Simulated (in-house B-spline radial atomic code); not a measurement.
## Functionals against NIST's ionisation energies along a row: K²⁺ to Kr²⁺

Ionisation energies as differences of self-consistent total energies from an all-electron radial atomic-structure program (B-spline basis): all electrons, radial basis limit, scalar-relativistic (one-electron X2C), spin-polarised at highest spin, spherical densities; exact exchange is averaged over the determinants of each configuration. No spin-orbit coupling, Breit or QED terms. NIST's values run from ground level to ground level, so in open shells the differences also hold multiplet and fine-structure energies that spherical high-spin averages miss. Columns give computed minus NIST, in eV; a star marks a semi-empirical value. Species are left out where the tabulated value is theory, is uncertain by more than 0.12 eV, or (13 ions, such as In⁴⁺, Te⁴⁺ and Bi⁴⁺) lies off its series for all methods alike, which flatters the means a little.

```
species  shell      NIST (eV)  PBEsol   SCAN  TPSSh  wB97X  CAM-B3LYP  BHandHLYP
    K²⁺     3p         45.80*   -0.07  +0.14  +0.04  -0.03      +0.03      -0.17
   Ca²⁺     3p          50.91   -0.07  +0.58  +0.19  -0.03      +0.05      -0.03
   Sc²⁺     3d          24.76   +0.29  -0.30  +0.08  -0.02      +0.42      +0.15
   Ti²⁺     3d          27.49   +0.05  -0.25  -0.16  -0.39      +0.06      -0.26
    V²⁺     3d          29.31   +0.55  +0.47  +0.35  +0.02      +0.48      +0.13
   Cr²⁺     3d   30.96 ± 0.03   +1.08  +1.21  +0.90  +0.50      +0.95      +0.59
   Mn²⁺     3d   33.67 ± 0.01   +0.45  +0.76  +0.29  -0.17      +0.27      -0.08
   Fe²⁺     3d   30.65 ± 0.01   +0.49  -0.72  +0.06  +0.14      +0.51      -0.15
   Co²⁺     3d  33.50 ± 0.06*   +0.09  -0.69  -0.33  -0.36      -0.03      -0.77
   Ni²⁺     3d   35.19 ± 0.02   +0.71  +0.28  +0.31  +0.18      +0.52      -0.24
   Cu²⁺     3d   36.84 ± 0.01   +1.26  +1.13  +0.89  +0.69      +1.05      +0.28
   Zn²⁺     3d          39.72   +0.50  +0.66  +0.16  -0.10      +0.28      -0.47
   Ga²⁺     4s          30.73   +0.79  +0.77  +0.37  -0.01      +0.87      +0.36
   Ge²⁺     4s          34.06   +0.27  +0.10  -0.10  +0.22      +0.40      -0.10
   As²⁺     4p   28.35 ± 0.01   -0.32  -0.32  -0.39  -0.35      -0.10      -0.29
   Se²⁺     4p   31.70 ± 0.02   -0.02  +0.27  +0.04  -0.29      -0.01      -0.15
   Br²⁺     4p   34.87 ± 0.02   +0.25  +0.82  +0.46  +0.07      +0.22      +0.19
   Kr²⁺     4p   35.84 ± 0.02   -0.43  -0.62  -0.49  -0.11      -0.09      -0.31
```

Q: How do the methods rank, and which species is hardest?

A: Mean absolute (signed) differences: wB97X 0.20 (0.00) eV; BHandHLYP 0.26 (-0.07) eV; TPSSh 0.31 (+0.15) eV; CAM-B3LYP 0.35 (+0.33) eV; PBEsol 0.43 (+0.33) eV; SCAN 0.56 (+0.24) eV. For Cr²⁺, which loses a 3d electron, the nearest method is off by +0.50 eV, the largest such miss.
